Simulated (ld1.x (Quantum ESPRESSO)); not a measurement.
# What one change does to a pseudopotential (xenon, TM)

xenon (Xe), norm-conserving Troullier–Martins (Kleinman–Bylander form), made with ld1.x (Quantum ESPRESSO) 7.5 (LDA (PZ), scalar-relativistic). Core [Kr] 4d10, reference 5s2 5p6. Waves: 5s (bound): rc 1.75 bohr; 5d channel at 0.5 Ry: rc 1.60 bohr; 5p (bound): rc 1.70 bohr. Local part: the p channel. Core correction: Bessel-smoothed model core inside 1.05 bohr.

Change: wave 5s (bound): rc 1.75 bohr becomes 5s (bound): rc 2.50 bohr.

Cutoffs: the cutoffs (Ry, on a coarse ladder) from which the occupation-weighted sum of valence levels, in a spherical-Bessel basis at the reference potential, stays within 10 and 1 mRy of its value at 400 Ry; they do not see the model core or the augmentation charge, which bear on the density cutoff. Errors are all-electron minus pseudo energies relative to the spin-unpolarised reference configuration.

Task: Predict the effect on cutoff, ghosts and configuration errors.

Result: The potential gets neither clearly harder nor softer (40 Ry and 70 Ry → 35 Ry and 70 Ry); both files keep a bound ghost (d); of the 8 tests that both files solve, the error grows in 7 and shrinks in 1 by more than 15 % and 0.3 meV (median size 4.1 → 18.8 meV).

| quantity | base | changed |
| --- | --- | --- |
| cutoff, loose | 40 Ry | 35 Ry |
| cutoff, tight | 70 Ry | 70 Ry |
| loose cutoff by channel (10 mRy a level) | s 30 Ry, p 15 Ry | s 10 Ry, p 15 Ry |
| bound ghosts | d | d |
| error for 5s2 5p5, meV [ΔE 12.70 eV] | -0.4 | +1.2 |
| error for 5s2 5p4, meV [ΔE 34.64 eV] | +5.6 | +15 |
| error for 5s2 5p3, meV [ΔE 66.61 eV] | +21 | +50 |
| error for 5s2 5p2, meV [ΔE 109.24 eV] | +44 | +108 |
| error for 5s2 5p5.5, meV [ΔE 5.25 eV] | -0.8 | -0.5 |
| error for 5s1 5p6, meV [ΔE 24.94 eV] | -2.7 | -48 |
| error for 5s2 5p5 (spin-polarised), meV [ΔE 12.56 eV] | +0.3 | +2.8 |
| error for 5s2 5p4 (spin-polarised), meV [ΔE 34.01 eV] | +8.2 | +22 |

 A true bound ghost makes a file unfit for plane-wave use even where its test errors are small: the radial tests pick states by their node count and pass the ghost by.
